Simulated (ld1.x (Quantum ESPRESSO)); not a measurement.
**What the settings do to the TM potential of Cu (Z = 29)**

Base potential:

* Element: copper (Cu)
* Generator: ld1.x (Quantum ESPRESSO) 7.5
* Type: norm-conserving Troullier–Martins (Kleinman–Bylander form)
* Functional: PBE
* Relativity: fully relativistic
* Frozen core: [Ne]
* Valence charge: 19
* Reference configuration: 3s2 3p6 3d9.5 4s0 4p0 (charge +1.5)
* Partial waves: 3p (bound): rc 1.15 bohr; 3d (bound): rc 1.50 bohr; 3s (bound): rc 0.95 bohr
* Local potential: the s channel
* Core correction: none

Open shells are filled in proportion to 2j + 1 (rel_dist='average').

Cutoffs, loose and tight: the cutoffs (Ry, on a coarse ladder) from which the occupation-weighted sum of valence levels, in a spherical-Bessel basis at the reference potential, stays within 10 and 1 mRy of its value at 400 Ry. They do not see the model core or the augmentation charge, which bear on the density cutoff. Test errors are all-electron minus pseudo excitation energies from the reference, over the configurations 3s2 3p6 3d10 4s1 4p0; 3s2 3p6 3d10 4s0 4p0; 3s2 3p6 3d9 4s0 4p0; 3s2 3p6 3d10 4s0.5 4p0; 3s2 3p6 3d9 4s1 4p1; 3s2 3p6 3d7 4s0 4p0; 3s2 3p6 3d9 4s2 4p0. A dash means not determined; rows that change the core or the reference have their own tests.

Cutoffs are not given where the Bessel-basis levels miss the radial ones by over 6 mRy, ghosts where they miss by over 20 mRy; a channel whose overlap is not positive is not tested.

```csv
change,outcome,"cutoff, loose","cutoff, tight",bound ghosts,largest test error (meV)
base,generated,–,–,none,+741
wave 3p (bound): rc 1.15 bohr becomes 3p (bound): rc 0.72 bohr,generated,–,–,not determined,+742
wave 3p (bound): rc 1.15 bohr becomes 3p (bound): rc 0.88 bohr,generated,–,–,not determined,+741
wave 3p (bound): rc 1.15 bohr becomes 3p (bound): rc 1.00 bohr,generated,–,–,not determined,+741
wave 3p (bound): rc 1.15 bohr becomes 3p (bound): rc 1.14 bohr,generated,–,–,not determined,+741
wave 3p (bound): rc 1.15 bohr becomes 3p (bound): rc 1.26 bohr,generated,–,–,none,+741
wave 3p (bound): rc 1.15 bohr becomes 3p (bound): rc 1.36 bohr,generated,180 Ry,230 Ry,none,+741
wave 3p (bound): rc 1.15 bohr becomes 3p (bound): rc 1.44 bohr,generated,180 Ry,260 Ry,none,+741
wave 3p (bound): rc 1.15 bohr becomes 3p (bound): rc 1.62 bohr,generated,180 Ry,260 Ry,none,+740
wave 3p (bound): rc 1.15 bohr becomes 3p (bound): rc 1.70 bohr,generated,180 Ry,260 Ry,none,+740
```

Reading the sweep of the p radius (base included, trends over the rows without a ghost): The loose cutoff stays near 180 Ry. The median size of the test errors (rows with all tests solved) stays near 273.2 meV.
